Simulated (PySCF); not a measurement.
A GIAO shielding run with PySCF (density fitting, non-relativistic, gas phase) on `CCC#C[SiH2]S`, C$_{4}$H$_{8}$SSi:

```
$ OMP_NUM_THREADS=1 python probes_run.py task.json out

{"job": {"kind": "nmr", "xc": "PBE0", "basis": "pcSseg-1"}, "charge": 0, "multiplicity": 1}
C     -2.127456     1.161803    -0.302385
C     -1.868415    -0.336867    -0.138723
C     -0.458785    -0.606496     0.047748
C      0.720331    -0.812414     0.198281
Si     2.523304    -1.087103     0.438482
S      3.488674     0.845664     0.557849
H     -1.784804     1.703614     0.576193
H     -1.597076     1.546425    -1.170716
H     -3.191458     1.345058    -0.433607
H     -2.416488    -0.718539     0.727927
H     -2.216073    -0.876775    -1.024797
H      3.084207    -1.784796    -0.715499
H      2.827168    -1.696302     1.723563
H      3.016194     1.316256    -0.586135
```

Hardware: 1 thread of an Arm Neoverse V2, shared host. The job also computes population analyses, field gradients.

Problem. How large is the calculation?

Solution. 62 electrons, 156 basis functions and 854 auxiliary functions.

Problem. How long does it take, and how much memory does it need?

Solution. 21 s of wall time, with 12 SCF cycles and 5 response iterations; peak memory 0.72 GiB. Times on a shared host scatter by some tens of per cent.
